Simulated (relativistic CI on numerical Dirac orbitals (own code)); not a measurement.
Ru⁺: M2,3 absorption edge

Computed with this model: Dirac-Coulomb-Breit CI, KLI orbitals optimised for each configuration, model QED (radiative potential, 1s self-energy scaled to tabulated hydrogen-like ionisation energies), valence Slater integrals scaled by 0.8, multiplet model of core-to-valence dipole absorption; configurations [Kr] 4d7 → [Ne] 3s2 3p5 3d10 4s2 4p6 4d8; 10 K; Lorentzian 2 eV and Gaussian 0.4 eV FWHM. Energies are those of the free ion, without screening or charge transfer. The branching ratio is the share of the lower-energy edge in the whole absorption, uncertain by about 0.02 where the edges overlap. S is read from ⟨S²⟩ = S(S + 1).

Field parameters in Wybourne normalisation: D3d B²₀ = −7Dσ, B⁴₀ = −14Dq − 21Dτ, B⁴₃ = −14√(10/7) Dq. The field is a parameter set, without covalency.

Computed curve for D3d, 10Dq = 20300, Dσ = -1200, Dτ = 120 cm⁻¹, scaled to 100 at the maximum (points under 2 are left out and the grid is thinned):

```json
{"Energy (eV)": "455.75", "Intensity": "2.1"}
{"Energy (eV)": "456.50", "Intensity": "2.5"}
{"Energy (eV)": "457.25", "Intensity": "3.1"}
{"Energy (eV)": "457.75", "Intensity": "3.6"}
{"Energy (eV)": "458.50", "Intensity": "4.6"}
{"Energy (eV)": "459.25", "Intensity": "6.1"}
{"Energy (eV)": "460.00", "Intensity": "8.6"}
{"Energy (eV)": "460.75", "Intensity": "13.0"}
{"Energy (eV)": "461.50", "Intensity": "21.6"}
{"Energy (eV)": "462.00", "Intensity": "32.5"}
{"Energy (eV)": "462.75", "Intensity": "63.5"}
{"Energy (eV)": "463.50", "Intensity": "94.8"}
{"Energy (eV)": "464.25", "Intensity": "98.9"}
{"Energy (eV)": "465.00", "Intensity": "72.7"}
{"Energy (eV)": "465.50", "Intensity": "52.8"}
{"Energy (eV)": "466.25", "Intensity": "31.6"}
{"Energy (eV)": "467.00", "Intensity": "18.5"}
{"Energy (eV)": "467.75", "Intensity": "11.7"}
{"Energy (eV)": "468.50", "Intensity": "7.9"}
{"Energy (eV)": "469.25", "Intensity": "5.7"}
{"Energy (eV)": "469.75", "Intensity": "4.7"}
{"Energy (eV)": "470.50", "Intensity": "3.7"}
{"Energy (eV)": "471.25", "Intensity": "3.0"}
{"Energy (eV)": "472.00", "Intensity": "2.5"}
{"Energy (eV)": "472.75", "Intensity": "2.1"}
{"Energy (eV)": "481.75", "Intensity": "2.2"}
{"Energy (eV)": "482.25", "Intensity": "2.6"}
{"Energy (eV)": "483.00", "Intensity": "3.6"}
{"Energy (eV)": "483.75", "Intensity": "5.6"}
{"Energy (eV)": "484.50", "Intensity": "9.9"}
{"Energy (eV)": "485.25", "Intensity": "18.9"}
{"Energy (eV)": "485.75", "Intensity": "24.6"}
{"Energy (eV)": "486.50", "Intensity": "25.5"}
{"Energy (eV)": "487.25", "Intensity": "24.0"}
{"Energy (eV)": "488.00", "Intensity": "18.2"}
{"Energy (eV)": "488.75", "Intensity": "11.5"}
{"Energy (eV)": "489.50", "Intensity": "6.5"}
{"Energy (eV)": "490.00", "Intensity": "4.6"}
{"Energy (eV)": "490.75", "Intensity": "3.0"}
{"Energy (eV)": "491.50", "Intensity": "2.1"}
```

The ground state has S = 0.52, and the centroid lies at 469.22 eV.
